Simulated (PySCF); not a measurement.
Species: C₆H₁₅OP.
SMILES with atom numbers: `[CH3:1][CH2:2][CH2:3][PH:4][CH2:5][CH2:6][O:7][CH3:8]` (hydrogens: H9, H10, H11 on C1; H12, H13 on C2; H14, H15 on C3; H16 on P4; H17, H18 on C5; H19, H20 on C6; H21, H22, H23 on C8)

The same species was optimised twice, with GFN2-xTB and with PBE0-D3(BJ)/def2-SVP (PySCF), and the same property calculations (PySCF, gas phase) were run on both structures.

```
     coordinate  GFN2-xTB  PBE0-D3(BJ)/def2-SVP  change
      C6–O7 (Å)     1.411                 1.400  -0.011
      O7–C8 (Å)     1.406                 1.397  -0.009
      C5–C6 (Å)     1.530                 1.526  -0.004
      C3–P4 (Å)     1.861                 1.864  +0.003
      C2–C3 (Å)     1.526                 1.528  +0.002
      P4–C5 (Å)     1.870                 1.871  +0.001
      C1–C2 (Å)     1.522                 1.522   0.000
   P4–C5–C6 (°)     106.3                 111.7    +5.4
   C5–C6–O7 (°)     110.8                 114.2    +3.4
   C1–C2–C3 (°)     111.5                 114.0    +2.5
   C3–P4–C5 (°)      98.5                 100.1    +1.6
   C2–C3–P4 (°)     111.7                 113.3    +1.6
   C6–O7–C8 (°)     114.2                 114.7    +0.5
C1–C2–C3–P4 (°)        64                    64       0
C2–C3–P4–C5 (°)       166                   168      +2
C3–P4–C5–C6 (°)        72                    60     -12
P4–C5–C6–O7 (°)        25                    39     +14
```

Rotational constants: A = 2707, B = 940.4, C = 841.6 MHz (GFN2-xTB) against A = 2702, B = 857.5, C = 786.0 MHz (PBE0-D3(BJ)/def2-SVP). Point groups within 0.08 Å: C1 and C1.

On the GFN2-xTB structure: HOMO (eV) -6.49 [PBE0/pcSseg-1]; LUMO (eV) 1.08 [PBE0/pcSseg-1]; dipole (D) 1.53 [PBE0/pcSseg-1]; GIAO shielding of C1 (ppm) 169.9 [PBE0/pcSseg-1]; GIAO shielding of C2 (ppm) 161.5 [PBE0/pcSseg-1]; GIAO shielding of C3 (ppm) 157.2 [PBE0/pcSseg-1]; GIAO shielding of P4 (ppm) 439.0 [PBE0/pcSseg-1]; GIAO shielding of C5 (ppm) 159.5 [PBE0/pcSseg-1]; GIAO shielding of C6 (ppm) 119.1 [PBE0/pcSseg-1]; GIAO shielding of O7 (ppm) 305.7 [PBE0/pcSseg-1]; GIAO shielding of C8 (ppm) 126.9 [PBE0/pcSseg-1].

Problem. What do these properties become on the PBE0-D3(BJ)/def2-SVP structure?

Solution. 
| property | level | on GFN2-xTB | on PBE0-D3(BJ)/def2-SVP | change |
| --- | --- | --- | --- | --- |
| HOMO (eV) | PBE0/pcSseg-1 | -6.49 | -6.53 | -0.04 |
| LUMO (eV) | PBE0/pcSseg-1 | 1.08 | 0.94 | -0.14 |
| dipole (D) | PBE0/pcSseg-1 | 1.53 | 1.55 | +0.02 |
| energy, GFN2-xTB geometry as zero (kcal/mol) | PBE0/pcSseg-1 | 0.0 | -3.1 | -3.1 |
| GIAO shielding of C1 (ppm) | PBE0/pcSseg-1 | 169.9 | 168.7 | -1.2 |
| GIAO shielding of C2 (ppm) | PBE0/pcSseg-1 | 161.5 | 160.7 | -0.8 |
| GIAO shielding of C3 (ppm) | PBE0/pcSseg-1 | 157.2 | 159.1 | +1.9 |
| GIAO shielding of P4 (ppm) | PBE0/pcSseg-1 | 439.0 | 419.2 | -19.8 |
| GIAO shielding of C5 (ppm) | PBE0/pcSseg-1 | 159.5 | 162.3 | +2.8 |
| GIAO shielding of C6 (ppm) | PBE0/pcSseg-1 | 119.1 | 117.5 | -1.6 |
| GIAO shielding of O7 (ppm) | PBE0/pcSseg-1 | 305.7 | 316.2 | +10.5 |
| GIAO shielding of C8 (ppm) | PBE0/pcSseg-1 | 126.9 | 127.5 | +0.6 |

The heavy atoms differ by 0.146 Å rms after alignment. Among bonds between heavy atoms C6–O7 changes most (-0.011 Å). Changes are differences of the printed values. Neither structure is proved a minimum here.
